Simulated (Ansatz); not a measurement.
The cluster Rb₂H₃, relaxed as a doublet with UKS r2SCAN-D4/def2-TZVP in Ansatz, starting from the GFN1-xTB geometry. Force threshold 0.02 eV/Å.

In the def2 sets Rb takes a core potential; there is no spin–orbit coupling. The gap within one spin of the charge 0 doublet nearly closes, so an electron or hole may be smeared out by delocalisation error. The structure comes from a short search, and lower isomers may exist.

Start:

```xyz
5

Rb    0.128    1.553   -2.121
Rb    0.096   -1.222    0.678
H    -0.468   -0.675    2.944
H     0.442   -0.982   -1.881
H    -0.198    1.327    0.380
```

Estimate the energy that the relaxation releases and the steps that it takes.

207.6 kJ/mol, in 32 steps; 1.7 min on 4 threads of Arm Neoverse V1 on a shared host. The force fell under the threshold at step 24, but the optimiser went on. No frequencies were taken in this run, so the end may be a saddle point.

Does the start keep its bonding?

Bonds lost: Rb1–H5, Rb2–H3, Rb2–H5 (atoms count from 1). Metal–metal contacts that move far: Rb1–Rb2 3.94 to 5.20 Å. The end holds 2 separate pieces.

Predict the relaxed structure.


```tsv
atom	x (Å)	y (Å)	z (Å)
Rb1	0.0871	1.8780	-2.2079
Rb2	0.4167	-2.7708	0.0904
H3	-0.4648	0.8117	1.9618
H4	0.2666	-0.4766	-1.1197
H5	-0.3055	0.5577	1.2754
```
Bond lengths (bridged metal pairs left out): 2 × H–Rb 2.60 Å.
